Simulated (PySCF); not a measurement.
Zn(F)2 anion (F₂Zn), SMILES [F][Zn][F] (connectivity only; charge and spin as stated), charge -1, multiplicity 2.

Coordinates come from a PBE0-D3(BJ)/def2-SVPD optimisation. The spin state was assumed, not searched. The isomer is the one that the SMILES or the coordinates give; other isomers of the formula were not compared.

Two levels are set side by side: PBE/def2-TZVPD (PySCF) and B3LYP/def2-TZVPD (PySCF). Same geometry, gas phase. Differences are taken from unrounded values.

```tsv
quantity	B3LYP
α-spin orbital gap (eV)	3.12
β-spin orbital gap (eV)	5.90
mean polarisability (bohr³)	67.2
```

### Question
What does PBE give, and how far is it from B3LYP? (The exact figures need the calculation; the answer reports its results.)

### Answer

```csv
quantity,PBE,PBE minus B3LYP
α-spin orbital gap (eV),2.14,-0.98
β-spin orbital gap (eV),3.90,-2.00
mean polarisability (bohr³),73.6,6.4
```

Loosely held outer electrons make PBE densities more polarisable. Differences between two approximate levels are no errors against the true value.

Rough cost on one machine, each run with all the roots and properties that it gave: B3LYP against PBE within a factor of 2.
